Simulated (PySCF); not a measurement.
**BBr: energy against distance**

Set-up: basis B def2-TZVPP, Br def2-TZVPP; no relativity; PySCF 2.14. Energies in eV from B + Br in their ground configurations at the same level. State: ¹Σ⁺ (singlet), closed shell.

Curves on a restricted Hartree–Fock reference rise too fast on stretching and do not dissociate correctly.

All columns are RHF. A positive dipole means B(−)Br(+).

```csv
R (Å),E (eV),μ (D),Mulliken charge on B (basis-dependent),HOMO (eV),LUMO (eV),Mayer bond order,⟨S²⟩
1.633,-2.091,3.10,-0.12,-9.38,2.00,1.60,0.00
1.709,-2.623,2.60,-0.04,-9.63,1.82,1.51,0.00
1.785,-2.915,2.07,0.01,-9.87,1.64,1.43,0.00
1.842,-3.021,1.66,0.04,-10.04,1.51,1.39,0.00
1.899,-3.054,1.24,0.08,-10.20,1.37,1.35,0.00
1.956,-3.032,0.80,0.11,-10.35,1.24,1.30,0.00
2.032,-2.940,0.22,0.15,-10.51,1.06,1.25,0.00
2.127,-2.754,-0.53,0.20,-10.67,0.84,1.19,0.00
2.241,-2.470,-1.43,0.26,-10.77,0.57,1.12,0.00
2.393,-2.042,-2.61,0.33,-10.75,0.22,1.02,0.00
```

A fit through these points gives, at Re = 1.902 Å, μ = 1.21 D and dμ/dR = -7.54 D/Å; the reduced mass is 9.662 u.

Task: How strong is the fundamental in the double-harmonic approximation, I = 42.26·(dμ/dR)²/μred km/mol?

Result: I = 42.26·(-7.54)²/9.662 = 249 km/mol at RHF.

Where the molecule has an RHF reference, its open-shell atoms are computed with UHF. Hartree–Fock leaves out correlation, which carries a large part of most bond energies and some tenths to 1 eV of ionisation energies.
